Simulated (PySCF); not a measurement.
C2H5AlBr2, singlet, at a GFN2-xTB geometry (such geometries of metal compounds can be far from the true shape); CASSCF(4,5)/STO-3G (PySCF).

Input for PySCF:
```python
from pyscf import gto, scf, mcscf
import numpy

mol = gto.M(
    atom='''
Al   -0.083528    0.153987   -0.398881
Br   -0.474538   -1.715813    0.811563
Br    1.069201    1.828480    0.591970
C    -0.737505    0.309692   -2.274587
C    -1.493075   -0.948223   -2.733556
H     0.100565    0.501883   -2.960106
H    -1.391106    1.187338   -2.383125
H    -2.360949   -1.135482   -2.101053
H    -0.852282   -1.828746   -2.684609
H    -1.840098   -0.838990   -3.760485
''',
    basis='sto-3g',
    charge=0,
    spin=0,
    verbose=4,
)

mf = scf.RHF(mol)
mf.kernel()
mc = mcscf.CASSCF(mf, 5, 4)
mc.fix_spin_(ss=0.0)
mc.kernel()
occ = numpy.linalg.eigvalsh(mc.fcisolver.make_rdm1(mc.ci, mc.ncas, mc.nelecas))[::-1]
ss = mc.fcisolver.spin_square(mc.ci, mc.ncas, mc.nelecas)[0]
print('natural occupations', occ.round(4), ' <S^2>', round(ss, 4))
```

### Question
Predict the main parts of the log of this PySCF run.

### Answer

```
PySCF version 2.14.0

[INPUT] verbose = 4
[INPUT] num. atoms = 10
[INPUT] num. electrons = 100
[INPUT] charge = 0
[INPUT] spin (= nelec alpha-beta = 2S) = 0
[INPUT] symmetry False subgroup None
[INPUT] Mole.unit = angstrom
[INPUT] Symbol           X                Y                Z      unit          X                Y                Z       unit  Magmom
[INPUT]  1 Al    -0.083528000000   0.153987000000  -0.398881000000 AA   -0.157845043733   0.290993256743  -0.753775846293 Bohr   0.0
[INPUT]  2 Br    -0.474538000000  -1.715813000000   0.811563000000 AA   -0.896746855699  -3.242416650968   1.533631802830 Bohr   0.0
[INPUT]  3 Br     1.069201000000   1.828480000000   0.591970000000 AA    2.020497062111   3.455326424245   1.118661173959 Bohr   0.0
[INPUT]  4 C     -0.737505000000   0.309692000000  -2.274587000000 AA   -1.393682465497   0.585233062969  -4.298346476496 Bohr   0.0
[INPUT]  5 C     -1.493075000000  -0.948223000000  -2.733556000000 AA   -2.821502833435  -1.791881775013  -5.165672186162 Bohr   0.0
[INPUT]  6 H      0.100565000000   0.501883000000  -2.960106000000 AA    0.190040307717   0.948421416575  -5.593789639682 Bohr   0.0
[INPUT]  7 H     -1.391106000000   1.187338000000  -2.383125000000 AA   -2.628809350239   2.243743637289  -4.503453570604 Bohr   0.0
[INPUT]  8 H     -2.360949000000  -1.135482000000  -2.101053000000 AA   -4.461547004066  -2.145749999373  -3.970414743196 Bohr   0.0
[INPUT]  9 H     -0.852282000000  -1.828746000000  -2.684609000000 AA   -1.610579560897  -3.455829091394  -5.073175761542 Bohr   0.0
[INPUT] 10 H     -1.840098000000  -0.838990000000  -3.760485000000 AA   -3.477281262360  -1.585461321249  -7.106286745535 Bohr   0.0

nuclear repulsion = 617.074916031509
number of shells = 32
number of NR pGTOs = 180
number of NR cGTOs = 60
basis = sto-3g
ecp = {}

******** <class 'pyscf.scf.hf.RHF'> ********
method = RHF
initial guess = minao
damping factor = 0
level_shift factor = 0
DIIS = <class 'pyscf.scf.diis.CDIIS'>
diis_start_cycle = 1
diis_space = 8
diis_damp = 0
SCF conv_tol = 1e-09
SCF conv_tol_grad = None
SCF max_cycles = 50
direct_scf = True
direct_scf_tol = 1e-13
Set gradient conv threshold to 3.16228e-05
Initial guess from minao.
init E= -5398.76409131133
  HOMO = -0.457362476373439  LUMO = -0.120904072595873  gap/eV = 9.15550
cycle= 1 E= -5406.14032876468  delta_E= -7.38  |g|= 0.402  |ddm|= 3.51
  HOMO = -0.249694239504401  LUMO = 0.207460517416752  gap/eV = 12.43981
cycle= 2 E= -5406.24778451987  delta_E= -0.107  |g|= 0.11  |ddm|= 1.15
  HOMO = -0.290024671023822  LUMO = 0.276929545287604  gap/eV = 15.42761
cycle= 3 E= -5406.25406793719  delta_E= -0.00628  |g|= 0.0308  |ddm|= 0.221
  HOMO = -0.300219345728648  LUMO = 0.268284337404355  gap/eV = 15.46977
cycle= 4 E= -5406.254952407  delta_E= -0.000884  |g|= 0.00787  |ddm|= 0.108
  HOMO = -0.301028253523911  LUMO = 0.266208179253782  gap/eV = 15.43529
cycle= 5 E= -5406.25499742582  delta_E= -4.5e-05  |g|= 0.00177  |ddm|= 0.0233
  HOMO = -0.30117058663658  LUMO = 0.26629995509973  gap/eV = 15.44166
cycle= 6 E= -5406.2549997654  delta_E= -2.34e-06  |g|= 0.000373  |ddm|= 0.00521
  HOMO = -0.301246112577939  LUMO = 0.266304822030302  gap/eV = 15.44385
cycle= 7 E= -5406.2549998681  delta_E= -1.03e-07  |g|= 4.13e-05  |ddm|= 0.00118
  HOMO = -0.301246312575519  LUMO = 0.266305520025272  gap/eV = 15.44387
cycle= 8 E= -5406.25499986943  delta_E= -1.33e-09  |g|= 6.8e-06  |ddm|= 0.000132
  HOMO = -0.30124647696284  LUMO = 0.266305065309108  gap/eV = 15.44386
cycle= 9 E= -5406.25499986948  delta_E= -5.28e-11  |g|= 1.31e-06  |ddm|= 2.65e-05
  HOMO = -0.301246235178032  LUMO = 0.26630543963879  gap/eV = 15.44387
Extra cycle  E= -5406.25499986947  delta_E= 1.09e-11  |g|= 5.07e-07  |ddm|= 4.13e-06
converged SCF energy = -5406.25499986947

******** <class 'pyscf.mcscf.mc1step.CASSCF'> ********
CAS (2e+2e, 5o), ncore = 48, nvir = 7
max_cycle_macro = 50
max_cycle_micro = 4
conv_tol = 1e-07
conv_tol_grad = None
orbital rotation max_stepsize = 0.02
orbital rotation threshold for CI restart = 0.01
augmented hessian ah_max_cycle = 30
augmented hessian ah_conv_tol = 1e-12
augmented hessian ah_linear dependence = 1e-14
augmented hessian ah_level shift = 1e-08
augmented hessian ah_start_tol = 2.5
augmented hessian ah_start_cycle = 3
augmented hessian ah_grad_trust_region = 3
kf_trust_region = 3
kf_interval = 4
ci_response_space = 4
ci_grad_trust_region = 3
with_dep4 0
natorb = False
canonicalization = True
sorting_mo_energy = False
ao2mo_level = 2
internal_rotation = False
******** <class 'pyscf.fci.addons.SpinPenaltyFCISolver'> ********
max. cycles = 50
conv_tol = 1e-08
davidson only = True
linear dependence = 1e-12
level shift = 0.001
max iter space = 12
nroots = 1
pspace_size = 400
spin = None
CASCI E = -5406.25578435777  S^2 = 0.0000000
Set conv_tol_grad to 0.000316228
macro iter   1 ( 21 JK    4 micro), CASSCF E = -5406.25786265813  dE = -2.07830036e-03  S^2 = 0.0000000
               |grad[o]|=0.0018  |grad[c]|=0.0122  |ddm|=0.0535  |maxRot[o]|=0.284
macro iter   2 ( 21 JK    4 micro), CASSCF E = -5406.26404212541  dE = -6.17946729e-03  S^2 = 0.0000000
               |grad[o]|=0.0057  |grad[c]|=0.00832  |ddm|=0.029  |maxRot[o]|=0.314
macro iter   3 ( 21 JK    4 micro), CASSCF E = -5406.26849634424  dE = -4.45421883e-03  S^2 = 0.0000000
               |grad[o]|=0.0112  |grad[c]|=0.0144  |ddm|=0.0113  |maxRot[o]|=0.197
macro iter   4 ( 12 JK    3 micro), CASSCF E = -5406.26986712099  dE = -1.37077675e-03  S^2 = 0.0000000
               |grad[o]|=0.00843  |grad[c]|=0.000979  |ddm|=0.00973  |maxRot[o]|=0.134
macro iter   5 ( 12 JK    3 micro), CASSCF E = -5406.27034645966  dE = -4.79338662e-04  S^2 = 0.0000000
               |grad[o]|=0.00553  |grad[c]|=0.0058  |ddm|=0.00833  |maxRot[o]|=0.119
macro iter   6 ( 12 JK    3 micro), CASSCF E = -5406.27068510607  dE = -3.38646417e-04  S^2 = 0.0000000
               |grad[o]|=0.00442  |grad[c]|=0.00645  |ddm|=0.00666  |maxRot[o]|=0.105
macro iter   7 ( 21 JK    4 micro), CASSCF E = -5406.27136699357  dE = -6.81887499e-04  S^2 = 0.0000000
               |grad[o]|=0.00366  |grad[c]|=0.0455  |ddm|=0.00783  |maxRot[o]|=0.181
macro iter   8 ( 17 JK    4 micro), CASSCF E = -5406.27146728372  dE = -1.00290151e-04  S^2 = 0.0000000
               |grad[o]|=0.00325  |grad[c]|=0.0132  |ddm|=0.00139  |maxRot[o]|=0.0774
macro iter   9 (  7 JK    2 micro), CASSCF E = -5406.27170426847  dE = -2.36984748e-04  S^2 = 0.0000000
               |grad[o]|=0.00262  |grad[c]|=0.003  |ddm|=0.00265  |maxRot[o]|=0.0699
macro iter  10 (  7 JK    2 micro), CASSCF E = -5406.27203555796  dE = -3.31289491e-04  S^2 = 0.0000000
               |grad[o]|=0.00274  |grad[c]|=0.00205  |ddm|=0.00285  |maxRot[o]|=0.0699
macro iter  11 (  7 JK    2 micro), CASSCF E = -5406.27247017243  dE = -4.34614466e-04  S^2 = 0.0000000
               |grad[o]|=0.00327  |grad[c]|=0.00203  |ddm|=0.00305  |maxRot[o]|=0.0699
macro iter  12 (  7 JK    2 micro), CASSCF E = -5406.27301988010  dE = -5.49707673e-04  S^2 = 0.0000000
               |grad[o]|=0.0043  |grad[c]|=0.00212  |ddm|=0.00336  |maxRot[o]|=0.0699
macro iter  13 ( 21 JK    4 micro), CASSCF E = -5406.27435157282  dE = -1.33169272e-03  S^2 = 0.0000000
               |grad[o]|=0.00577  |grad[c]|=0.0106  |ddm|=0.0041  |maxRot[o]|=0.215
macro iter  14 (  7 JK    2 micro), CASSCF E = -5406.27551494291  dE = -1.16337009e-03  S^2 = 0.0000000
               |grad[o]|=0.00764  |grad[c]|=0.00245  |ddm|=0.00765  |maxRot[o]|=0.069
macro iter  15 ( 21 JK    4 micro), CASSCF E = -5406.27557173196  dE = -5.67890493e-05  S^2 = 0.0000000
               |grad[o]|= 0.01  |grad[c]|=0.0178  |ddm|=0.0112  |maxRot[o]|=0.111
macro iter  16 (  7 JK    2 micro), CASSCF E = -5406.27683000798  dE = -1.25827602e-03  S^2 = 0.0000000
               |grad[o]|=0.00657  |grad[c]|=0.00305  |ddm|=0.00895  |maxRot[o]|=0.0698
macro iter  17 (  7 JK    2 micro), CASSCF E = -5406.27789087340  dE = -1.06086542e-03  S^2 = 0.0000000
               |grad[o]|=0.00799  |grad[c]|=0.00496  |ddm|=0.0112  |maxRot[o]|=0.0698
macro iter  18 ( 17 JK    4 micro), CASSCF E = -5406.27720125346  dE =  6.89619942e-04  S^2 = 0.0000000
               |grad[o]|=0.00664  |grad[c]|=0.00553  |ddm|=0.00417  |maxRot[o]|=0.166
macro iter  19 ( 12 JK    3 micro), CASSCF E = -5406.27782593892  dE = -6.24685467e-04  S^2 = 0.0000000
               |grad[o]|=0.00646  |grad[c]|=0.0011  |ddm|=0.00395  |maxRot[o]|=0.0377
macro iter  20 ( 21 JK    4 micro), CASSCF E = -5406.27780299963  dE =  2.29392981e-05  S^2 = 0.0000000
               |grad[o]|=0.00478  |grad[c]|=0.00616  |ddm|=0.00438  |maxRot[o]|=0.0213
macro iter  21 ( 19 JK    4 micro), CASSCF E = -5406.27819489434  dE = -3.91894712e-04  S^2 = 0.0000000
               |grad[o]|=0.00486  |grad[c]|=0.00111  |ddm|=0.00206  |maxRot[o]|=0.0328
macro iter  22 ( 21 JK    4 micro), CASSCF E = -5406.27818918700  dE =  5.70733573e-06  S^2 = 0.0000000
               |grad[o]|=0.00298  |grad[c]|=0.00315  |ddm|=0.00249  |maxRot[o]|=0.00668
macro iter  23 ( 25 JK    4 micro), CASSCF E = -5406.27835404064  dE = -1.64853635e-04  S^2 = 0.0000000
               |grad[o]|=0.00305  |grad[c]|=0.00109  |ddm|=0.00103  |maxRot[o]|=0.0243
macro iter  24 ( 10 JK    4 micro), CASSCF E = -5406.27837616502  dE = -2.21243836e-05  S^2 = 0.0000000
               |grad[o]|=0.00131  |grad[c]|=0.000479  |ddm|=0.000769  |maxRot[o]|=0.00686
macro iter  25 (  3 JK    1 micro), CASSCF E = -5406.27838854656  dE = -1.23815335e-05  S^2 = 0.0000000
               |grad[o]|=0.000796  |grad[c]|=0.000549  |ddm|=0.000336  |maxRot[o]|=0.00957
macro iter  26 (  3 JK    1 micro), CASSCF E = -5406.27838856540  dE = -1.88474587e-08  S^2 = 0.0000000
               |grad[o]|=7.8e-05  |grad[c]|=5.03e-05  |ddm|=6.56e-05  |maxRot[o]|=0.000661
1-step CASSCF converged in  26 macro (359 JK  80 micro) steps
CASSCF canonicalization
Density matrix diagonal elements [1.98261504 1.97480734 0.00216824 0.02787638 0.012533  ]
CASSCF energy = -5406.27838856540
CASCI E = -5406.27838856540  E(CI) = -3.63731964772887  S^2 = 0.0000000
natural occupations [1.9854 1.9726 0.0288 0.0111 0.0022]  <S^2> 0.0
```
